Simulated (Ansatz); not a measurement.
`[GaH2][GeH2][TeH]` + `C[SiH2]O` → `C[SiH2][O][GaH2]` + `[GeH3][TeH]` at 400 K and 1 bar (cleavage of the Ga–Ge bond).

Calculated with Ansatz (gas phase, PBE0-D4/def2-TZVP geometries, no zero-point term in ΔE). CCSD(T)/CBS is the MP2 limit (def2-TZVPP, def2-QZVPP) plus CCSD(T) − MP2 in def2-TZVPP, frozen cores. This one scheme is used for every species. def2 core potentials past Kr. For Ga, Ge, Te outer-core shells are correlated without core-valence functions, which leaves a few kJ/mol of doubt a bond. Scalar relativity is left out up to krypton. One conformer a species, not always the lowest.

```tsv
species	CCSD(T)/CBS energy (Eh)	H − E (kJ/mol)	S (J/(mol·K))
`[GaH2][GeH2][TeH]`	-4270.78896	128.4	433.5
`C[SiH2]O`	-405.96945	203.1	323.7
`C[SiH2][O][GaH2]`	-2330.52677	223.4	407.4
`[GeH3][TeH]`	-2346.24724	101.5	333.5
```

H − E and S are ideal-gas, rigid-rotor, harmonic terms from PBE0-D4/def2-TZVP, for one conformer and one mirror image of each species. 1 Eh = 2625.50 kJ/mol, R = 8.31446 J/(mol·K).

**Question.** By hand: ΔE, ΔH, ΔS and ΔG.

**Answer.** ΔE = (-2330.52677) + (-2346.24724) − (-4270.78896) − (-405.96945) = -0.01560 Eh = -41.0 kJ/mol. Δ(H − E) = 223.4 + 101.5 − 128.4 − 203.1 = -6.6, so ΔH = -47.6 kJ/mol. ΔS = 407.4 + 333.5 − 433.5 − 323.7 = -16.3 J/(mol·K). ΔG = -47.6 − 400 × (-16.3)/1000 = -41.1 kJ/mol.

**Question.** By hand: the equilibrium constant, and the temperature at which ΔG would vanish if ΔH and ΔS stayed fixed.

**Answer.** log₁₀ K = −ΔG/(RT ln 10) = 5.4. ΔG = 0 at ΔH/ΔS = 2920 K, far beyond where these terms or the molecules hold.

ΔH outweighs TΔS. A doubt of 5 kJ/mol in ΔE shifts log₁₀ K by 0.7 here. Other conformers and mirror images would add mixing entropy, several J/(mol·K) or more a flexible species. Modes under 60 cm⁻¹, often nearly free rotors, make the harmonic entropy too high. These are equilibria of isolated gas molecules and say nothing of rates. Largest T1 diagnostic: 0.013 (customary marks: 0.02 for closed shells, 0.045 for open ones).
